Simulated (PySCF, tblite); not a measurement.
2-propylthiophene, C7H10S.
Bonds: C1–C2, C2–C3, C3–C4, C4–C5 (aromatic), C5–C6 (aromatic), C6–C7 (aromatic), C7–S8 (aromatic), C4–S8 (aromatic). Hydrogens: H9, H10, H11 on C1; H12, H13 on C2; H14, H15 on C3; H16 on C5; H17 on C6; H18 on C7.

Computed with GFN2-xTB (tblite), gas phase: Langevin dynamics at 600 K from the optimised GFN2-xTB geometry, time step 0.5 fs, friction 0.01 fs⁻¹, 2000 steps. Over the second half of the run the saved frames average 507 K.

Frame at 250 fs, instantaneous temperature 640 K:
```
atom  x, y, z in Å
C1     -2.909   -0.812    1.033
C2     -1.691   -0.081    0.732
C3     -0.754   -1.139    0.109
C4      0.670   -0.701    0.049
C5      1.553   -0.773   -0.983
C6      2.859   -0.192   -0.774
C7      2.966    0.365    0.424
S8      1.403    0.274    1.284
H9     -3.649   -0.052    1.330
H10    -2.928   -1.586    1.708
H11    -3.378   -1.338    0.137
H12    -1.436    0.290    1.767
H13    -1.878    0.814    0.065
H14    -1.114   -1.222   -0.903
H15    -0.846   -2.071    0.660
H16     1.270   -1.119   -1.927
H17     3.560    0.042   -1.506
H18     3.686    0.855    0.960
```

Frame at 425 fs, instantaneous temperature 549 K:
```
atom  x, y, z in Å
C1     -2.438   -1.886    1.052
C2     -1.127   -1.081    1.040
C3     -0.075   -1.677    0.186
C4      1.196   -0.848    0.111
C5      1.996   -0.481   -0.879
C6      3.209    0.122   -0.395
C7      3.333    0.104    0.996
S8      1.823   -0.399    1.699
H9     -3.100   -1.213    1.550
H10    -2.230   -2.785    1.529
H11    -2.738   -1.940    0.010
H12    -0.821   -0.663    2.030
H13    -1.245   -0.007    0.656
H14    -0.350   -2.004   -0.856
H15     0.260   -2.622    0.696
H16     1.705   -0.503   -1.857
H17     4.043    0.374   -1.031
H18     4.199    0.412    1.573
```

Frame at 625 fs, instantaneous temperature 593 K:
```
atom  x, y, z in Å
C1     -2.500   -1.968    0.914
C2     -1.144   -1.298    1.171
C3     -0.004   -1.923    0.449
C4      1.145   -1.034    0.374
C5      1.619   -0.302   -0.677
C6      2.633    0.505   -0.160
C7      2.643    0.711    1.183
S8      1.744   -0.551    1.970
H9     -3.298   -1.604    1.571
H10    -2.409   -3.026    1.107
H11    -2.949   -1.991   -0.112
H12    -0.781   -1.270    2.244
H13    -1.397   -0.249    0.921
H14    -0.382   -2.029   -0.554
H15     0.212   -2.943    0.877
H16     1.329   -0.303   -1.721
H17     3.108    1.353   -0.721
H18     3.107    1.546    1.664
```

Frame at 800 fs, instantaneous temperature 436 K:
```
atom  x, y, z in Å
C1     -2.433   -2.528    0.886
C2     -1.377   -1.383    1.151
C3     -0.453   -1.092   -0.054
C4      0.913   -0.630    0.352
C5      1.831   -0.059   -0.490
C6      3.010    0.383    0.000
C7      3.027    0.029    1.346
S8      1.507   -0.614    1.998
H9     -3.324   -2.327    1.532
H10    -1.939   -3.374    1.173
H11    -2.792   -2.503   -0.130
H12    -0.734   -1.770    1.872
H13    -1.718   -0.480    1.631
H14    -0.876   -0.478   -0.871
H15    -0.318   -1.991   -0.717
H16     1.446   -0.153   -1.446
H17     3.679    0.828   -0.717
H18     3.771    0.294    2.099
```

Frame at 1000 fs, instantaneous temperature 483 K:
```
atom  x, y, z in Å
C1     -2.737   -2.199    0.975
C2     -1.248   -2.124    0.720
C3     -0.730   -0.673    0.495
C4      0.792   -0.680    0.607
C5      1.481    0.391    0.130
C6      2.829    0.444    0.434
C7      3.139   -0.680    1.177
S8      1.794   -1.673    1.596
H9     -2.945   -2.433    2.010
H10    -2.986   -3.097    0.359
H11    -3.353   -1.332    0.898
H12    -1.050   -2.700   -0.128
H13    -0.562   -2.336    1.574
H14    -1.150   -0.004    1.254
H15    -0.970   -0.445   -0.511
H16     0.927    1.125   -0.420
H17     3.598    1.113    0.124
H18     4.100   -0.756    1.512
```

**Question.** What do single points at PBE0/pcSseg-1 (PySCF, gas phase) give on these frames?

**Answer.** 
```
t (fs)  GFN2-xTB E above start (eV)  DFT E above lowest frame (eV)  HOMO (eV)  LUMO (eV)  dipole (D)
   250                         1.07                           0.08      -6.64      -0.28        0.93
   425                         1.06                           0.00      -6.47      -0.43        0.72
   625                         1.15                           0.16      -6.38      -0.58        1.12
   800                         1.35                           0.39      -6.18      -0.55        0.96
  1000                         1.19                           0.29      -6.43      -0.39        0.75
```

Both levels order the frames alike by energy; measured from each level's lowest frame they differ by 0.16 eV at most. The HOMO–LUMO gap runs from 5.63 to 6.36 eV. These are instantaneous structures, not minima.

**Question.** And the isotropic GIAO shieldings (ppm) from the same runs?

**Answer.** 
```tsv
atom	250 fs	425 fs	625 fs	800 fs	1000 fs	mean	range
C1	169.2	175.1	169.9	174.9	177.8	173.4	8.6
C2	153.3	154.5	146.6	165.7	160.3	156.1	19.1
C3	147.3	145.3	149.6	151.4	148.4	148.4	6.1
C4	30.7	22.5	16.0	21.7	31.2	24.4	15.2
C5	56.3	67.6	61.4	55.4	53.5	58.8	14.1
C6	59.9	46.8	50.8	61.1	49.1	53.5	14.3
C7	45.5	44.1	44.3	44.1	47.8	45.2	3.7
S8	205.3	245.1	265.4	249.6	312.0	255.5	106.7
H9	30.0	30.6	30.4	29.8	30.5	30.3	0.8
H10	31.8	31.4	31.0	31.6	29.1	31.0	2.7
H11	29.9	30.6	30.0	31.1	31.2	30.6	1.3
H12	28.4	28.9	28.8	31.3	30.6	29.6	2.9
H13	29.0	28.8	29.4	30.3	28.9	29.3	1.5
H14	28.6	28.3	29.3	28.0	29.0	28.6	1.3
H15	29.0	27.8	28.2	28.2	28.7	28.4	1.2
H16	25.6	25.8	24.2	25.3	24.8	25.1	1.6
```

What follows is the cost of the whole dynamics run. On Arm Neoverse N1, one thread, no GPU, on a shared host, this took 23 s of wall time and 0.18 GiB of memory at its peak.
